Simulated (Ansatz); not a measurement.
B₉ (the lowest doublet isomer of a short search). The state is a doublet with charge 0. Geometry PBE-D4/def2-SVP, basis def2-TZVP, Ansatz.

```xyz
9

B    -0.2190   -2.0511   -0.3784
B     1.7852   -0.2613    0.7457
B     1.0974   -1.5676    0.2649
B     0.2029    2.0199    0.3665
B     1.4448    1.2409    0.8029
B    -1.7723    0.2353   -0.7430
B    -1.4635   -1.2738   -0.8160
B     0.0483    0.0913    0.0334
B    -1.1237    1.5664   -0.2760
```

```json
{"run": "A", "HOMO (eV)": "-6.55", "LUMO (eV)": "-4.76"}
{"run": "B", "HOMO (eV)": "-5.86", "LUMO (eV)": "-5.57"}
{"run": "C", "HOMO (eV)": "-6.23", "LUMO (eV)": "-5.04"}
{"run": "D", "HOMO (eV)": "-5.96", "LUMO (eV)": "-5.34"}
```

The structure comes from a short search, and lower isomers may exist.

HOMO and LUMO are taken over both spins.

Task: The runs used PBE, PBE0, r2SCAN, r2SCANh. Estimate which is which.

Result: A PBE0 (25 % exact exchange); B PBE (0 % exact exchange); C r2SCANh (10 % exact exchange); D r2SCAN (0 % exact exchange). Exact exchange lowers occupied and raises empty levels; among semilocal functionals meta-GGAs tend to open the gap a little, and such runs are hard to tell apart. The gap grows from 0.29 eV (PBE) to 1.79 eV (PBE0).
